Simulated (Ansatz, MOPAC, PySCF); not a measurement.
Complex: COS (SMILES O=C=S) (first 3 atoms) with H2 (SMILES [H][H]); geometry from B3LYP-D3(BJ)/def2-TZVP.
(charge 0, multiplicity 1):
```xyz
5

O      1.42889     0.60525     0.11110
C      0.38897     0.17319    -0.14695
S     -1.01720    -0.41114    -0.49456
H      0.47027     0.19333     3.02195
H     -0.21462    -0.09248     2.96601
```

Counterpoise-corrected where a basis set is named; no monomer relaxation. Rows marked so take none.

Correlated levels freeze the cores. Rows in 6-311+G** carry no dispersion term and start afresh at each structure. The state reached by PM7 isn't checked; PM7 holds dispersion and hydrogen-bond terms.

Run with Ansatz (Gaussian basis) for Hartree–Fock, density functionals and correlated methods; MOPAC for PM7 (differences of heats of formation); PySCF for 6-311+G** rows. 

Q: Give the interaction energy at the level B2PLYP/def2-TZVPPD.

A: -3 meV

Q: Estimate the interaction energy that B3LYP/6-311+G** (no counterpoise) returns for this input.

A: 7 meV

Q: Give the interaction energy at the level PM7.

A: 3 meV

Ansatz is a quantum-chemistry and plane-wave program.
